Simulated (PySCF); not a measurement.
Vinyldifluoroborane, C2H3BF2.
InChI=1S/C2H3BF2/c1-2-3(4)5/h2H,1H2

The calculation used EOM-IP-CCSD/aug-cc-pVDZ in PySCF, restricted Hartree–Fock reference, 5 core orbitals frozen, non-relativistic, gas phase, PBE0-D3(BJ)/def2-SVP geometry.

Hartree–Fock orbital energies give these Koopmans values (eV): HOMO 10.98, HOMO-1 13.76, HOMO-2 15.97, HOMO-3 17.19, HOMO-4 17.82, HOMO-5 17.82, HOMO-6 19.31, HOMO-7 19.64.

What vertical ionisation energies does EOM-IP-CCSD give?

```json
{"leading hole (HF orbital)": "HOMO", "Koopmans (eV)": "10.98", "EOM-IP-CCSD (eV)": "11.16", "change (eV)": "+0.18", "one-hole share": "0.97"}
{"leading hole (HF orbital)": "HOMO-1", "Koopmans (eV)": "13.76", "EOM-IP-CCSD (eV)": "12.64", "change (eV)": "-1.12", "one-hole share": "0.96"}
{"leading hole (HF orbital)": "HOMO-2", "Koopmans (eV)": "15.97", "EOM-IP-CCSD (eV)": "14.51", "change (eV)": "-1.46", "one-hole share": "0.95"}
{"leading hole (HF orbital)": "HOMO-3", "Koopmans (eV)": "17.19", "EOM-IP-CCSD (eV)": "15.04", "change (eV)": "-2.15", "one-hole share": "0.95"}
{"leading hole (HF orbital)": "HOMO-5", "Koopmans (eV)": "17.82", "EOM-IP-CCSD (eV)": "15.60", "change (eV)": "-2.22", "one-hole share": "0.95"}
{"leading hole (HF orbital)": "HOMO-4", "Koopmans (eV)": "17.82", "EOM-IP-CCSD (eV)": "15.96", "change (eV)": "-1.86", "one-hole share": "0.94"}
{"leading hole (HF orbital)": "HOMO-6", "Koopmans (eV)": "19.31", "EOM-IP-CCSD (eV)": "17.24", "change (eV)": "-2.07", "one-hole share": "0.94"}
{"leading hole (HF orbital)": "HOMO-7", "Koopmans (eV)": "19.64", "EOM-IP-CCSD (eV)": "17.49", "change (eV)": "-2.15", "one-hole share": "0.93"}
```

Does the order of the lines follow the orbital energies?

Yes, no two lines change places. The corrections run from -2.22 to +0.18 eV, with a mean of -1.61 eV over the 8 lines; EOM-IP-CCSD lies above the Koopmans value for HOMO.

At what kinetic energies would He II light (40.81 eV) eject these electrons?

29.65 eV (HOMO), 28.17 eV (HOMO-1), 26.30 eV (HOMO-2), 25.77 eV (HOMO-3), 25.21 eV (HOMO-5), 24.85 eV (HOMO-4), 23.57 eV (HOMO-6), 23.32 eV (HOMO-7).

What total energy has the lowest final state, and which wavelength reaches it?

E(CCSD) + ionisation energy = -301.97407 + 0.41012 = -301.56395 Eh, at the geometry of the initial state. The threshold wavelength is 1239.84 eV nm/11.16 eV = 111.1 nm.

One root was sought for each valence orbital with −ε under 21 eV, eight at most, so deeper holes and satellites are missing; no vibrational structure.

Shape of the structure used: `[CH2:1]=[CH:2][B:3]([F:4])[F:5]`: C1–C2–B3–F4 0°.
